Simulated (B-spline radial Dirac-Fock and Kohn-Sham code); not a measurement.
## Kohn-Sham estimates against Dirac-Fock for the levels of Yb⁴²⁺

System: the Yb⁴²⁺ ion in the configuration [Ar] 3d10.

The density-functional columns are spherical, spin-unpolarised Dirac-Kohn-Sham results without Breit or QED terms: −ε is minus the orbital energy of the initial state and ΔSCF the difference of two total energies. The reference in the last column comes from Dirac-Fock (average of configuration) total-energy differences with a finite nucleus, the Breit interaction including its frequency dependence, and self-energy and vacuum-polarisation corrections. All numbers are from an atomic code on a B-spline grid, in eV; a selection of levels is shown. The Kohn-Sham columns are given as differences from the reference. For the 1s level of heavy atoms much of the gap between ΔSCF and the reference is the Breit and QED part, -289.5 eV here; for other levels the error of the functional can be larger.

```csv
level,LDA −ε − DF,LDA ΔSCF − DF,Dirac-Fock
K (1s),-269.0,+278.9,63393.4
L1 (2s),-179.6,-54.4,12506.7
L2 (2p1/2),-136.1,+16.0,12001.1
L3 (2p3/2),-146.9,-10.0,10960.4
M1 (3s),-95.4,-41.9,4301.5
M2 (3p1/2),-78.7,-22.6,4084.0
M3 (3p3/2),-77.9,-24.8,3849.3
M4 (3d3/2),-57.9,+2.3,3493.7
M5 (3d5/2),-59.1,-0.1,3442.9
```

For the outermost level NIST gives 3443 ± 4 eV (theoretical); the differences from it are LDA −ε -59.22, LDA ΔSCF -0.15, Dirac-Fock -0.09 eV.

Values without a named source are computed, but for edge energies of neutral atoms, which are taken from tables.
